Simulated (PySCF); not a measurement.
Two species compared at the same levels of theory.

First species: C6H5PS.
InChI=1S/C6H5PS/c1-3-6-7-4-5(2)8-6/h1,4H,2H3

Second species: C₆H₉N.
SMILES with atom numbers: `[CH:1]#[C:2][C@:3]1([CH3:4])[CH2:5][CH2:6][NH:7]1` (hydrogens: H8 on C1; H9, H10, H11 on C4; H12, H13 on C5; H14, H15 on C6; H16 on N7)

Levels: CAM-B3LYP/def2-SVPD for dipole moment, HOMO energy, LUMO energy, HOMO–LUMO gap, static isotropic polarisability and electronic spatial extent ⟨r²⟩ about the centre of nuclear charge; TDDFT CAM-B3LYP/def2-SVPD for lowest singlet excitation; TDA CAM-B3LYP/def2-SVPD for lowest triplet excitation (Tamm–Dancoff); GFN2-xTB for rotational constant A and rotational constant C. Geometries: GFN2-xTB. All species are isolated and taken at one optimised geometry, non-relativistic unless stated; the electronic structure was computed with PySCF and density fitting.

Values for the first species:

* Dipole moment: 2.16 D
* HOMO energy: -7.59 eV
* LUMO energy: -0.97 eV
* HOMO–LUMO gap: 6.62 eV
* Lowest singlet excitation: 4.09 eV
* Lowest triplet excitation (Tamm–Dancoff): 2.39 eV
* Static isotropic polarisability: 116.2 au
* Electronic spatial extent ⟨r²⟩ about the centre of nuclear charge: 1341 bohr²
* Rotational constant A: 2.904 GHz
* Rotational constant C: 0.827 GHz

Question: Estimate the same properties for the second species, and the change in each.

Answer: 
```json
{"property": "dipole moment", "first": "2.16 D", "second": "0.91 D", "second less first": "-1.25 D"}
{"property": "HOMO energy", "first": "-7.59 eV", "second": "-8.06 eV", "second less first": "-0.47 eV"}
{"property": "LUMO energy", "first": "-0.97 eV", "second": "1.33 eV", "second less first": "+2.30 eV"}
{"property": "HOMO–LUMO gap", "first": "6.62 eV", "second": "9.39 eV", "second less first": "+2.77 eV"}
{"property": "lowest singlet excitation", "first": "4.09 eV", "second": "6.33 eV", "second less first": "+2.24 eV"}
{"property": "lowest triplet excitation (Tamm–Dancoff)", "first": "2.39 eV", "second": "5.39 eV", "second less first": "+3.00 eV"}
{"property": "static isotropic polarisability", "first": "116.2 au", "second": "74.5 au", "second less first": "-41.7 au"}
{"property": "electronic spatial extent ⟨r²⟩ about the centre of nuclear charge", "first": "1341 bohr²", "second": "727 bohr²", "second less first": "-614 bohr²"}
{"property": "rotational constant A", "first": "2.904 GHz", "second": "3.912 GHz", "second less first": "+1.008 GHz"}
{"property": "rotational constant C", "first": "0.827 GHz", "second": "1.976 GHz", "second less first": "+1.149 GHz"}
```

On the first: No computed singlet falls in the visible range (750 to 380 nm, 1.65 to 3.26 eV); S1 lies 0.83 eV above its blue end. The polarisability is 17.22 Å³ as a volume (1 au = 0.148185 Å³), or 1.61 au for each of the 72 electrons.

On the second: The vertical singlet–triplet gap S1 − T1 is 0.94 eV (TDDFT singlet less Tamm–Dancoff triplet; S1: HOMO→LUMO, weight 0.51, beside HOMO→LUMO+1, weight 0.34; T1: HOMO−2→LUMO+1, weight 0.26, beside HOMO→LUMO+1, weight 0.20). No computed singlet falls in the visible range (750 to 380 nm, 1.65 to 3.26 eV); S1 lies 3.07 eV above its blue end.
